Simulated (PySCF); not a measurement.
## Excitation energies in several basis sets

Species: C₂H₇ClSi₂.
Numbering: `[Cl:1][CH:2]1[SiH2:3][CH2:4][SiH2:5]1` (hydrogens: H6 on C2; H7, H8 on Si3; H9, H10 on C4; H11, H12 on Si5)

TDDFT with PBE0 (PySCF), vertical singlets, core orbitals frozen in the response, spherical d and f functions. Isolated species at its PBE0-D3(BJ)/def2-SVP geometry (one conformer only).

```
      basis  functions  diffuse  S1 (eV)  S2 (eV)  S3 (eV)  S4 (eV)  S5 (eV)  LUMO (eV)  α (au)
     6-31G*         96       no     6.04     6.07     6.72     6.81     7.02      -0.04    72.9
    6-31+G*        116      yes     5.77     5.90     6.27     6.48     6.57      -0.51    82.4
   def2-SVP        117       no     6.04     6.14     6.67     6.79     6.84       0.09    76.2
  def2-SVPD        171      yes     5.84     6.00     6.50     6.51     6.71      -0.33    90.0
aug-cc-pVDZ        190      yes     5.74     5.87     6.18     6.44     6.53      -0.54    91.4
  def2-TZVP        215       no     5.81     5.88     6.51     6.55     6.58      -0.35    85.6
 def2-TZVPD        269      yes     5.68     5.80     6.26     6.38     6.49      -0.53    91.5
```

**Question.** How much do these states and the polarisability depend on the basis?

**Answer.** States are compared by their number. Against the largest diffuse basis here (def2-TZVPD, itself not a converged limit), sets without diffuse functions differ by up to 0.36 eV in S1 and 0.53 eV in S5; the smaller diffuse sets differ by up to 0.16 and 0.22 eV. State by state, the largest deviation of a set without diffuse functions is S1 0.36, S2 0.34, S3 0.46, S4 0.43, S5 0.53 eV. The same number needn't mean the same state in each row. Against def2-TZVPD the polarisability deviates by -20% in 6-31G*, -10% in 6-31+G*, -17% in def2-SVP, -2% in def2-SVPD, 0% in aug-cc-pVDZ, -6% in def2-TZVP. A single + in a Pople set puts diffuse functions on heavy atoms only.

Without π bonds the low states are Rydberg-like; a valence basis with one diffuse set may place them up to an eV too high.
